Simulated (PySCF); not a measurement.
CH$_{3}$NO$_{2}$Si (SMILES O=C=N[SiH2]O), singlet, geometry from GFN2-xTB.

Here is a job for PySCF.
```python
from pyscf import gto, scf, cc

mol = gto.Mole()
mol.atom = '''
    Si   -0.941940    0.729472   -0.040369
    O    -2.141178   -0.176633   -0.627693
    N     0.492131   -0.239868   -0.036500
    C     1.596517   -0.484344    0.322681
    O     2.669927   -0.801852    0.613509
    H    -0.635651    1.874032   -0.893480
    H    -1.371608    1.023422    1.314377
    H    -2.059592   -0.697048   -1.422849
'''
mol.basis = 'def2-svp'
mol.charge = 0
mol.spin = 0
mol.verbose = 4
mol.max_memory = 1800
mol.build()

mf = scf.RHF(mol)
mf.kernel()

mycc = cc.CCSD(mf, frozen=9)
mycc.kernel()
print('E(CCSD) = %.10f' % mycc.e_tot)
```

Task: Estimate the SCF-reference HOMO energy that PySCF with CCSD/def2-SVP returns for this input.

Result: -11.98 eV

Task: Estimate the nuclear repulsion energy that CCSD/def2-SVP returns for this input.

Result: 206.1826 Eh

Task: Predict the T1 diagnostic from CCSD/def2-SVP.

Result: 0.015

Task: Estimate the SCF-reference HOMO-LUMO gap that CCSD/def2-SVP returns for this input.

Result: 16.00 eV

Task: Estimate the SCF-reference dipole moment that CCSD/def2-SVP returns for this input.

Result: 1.96 D

Task: Give the coupled-cluster correlation energy (without the perturbative part) at the level CCSD/def2-SVP.

Result: -0.7539 Eh
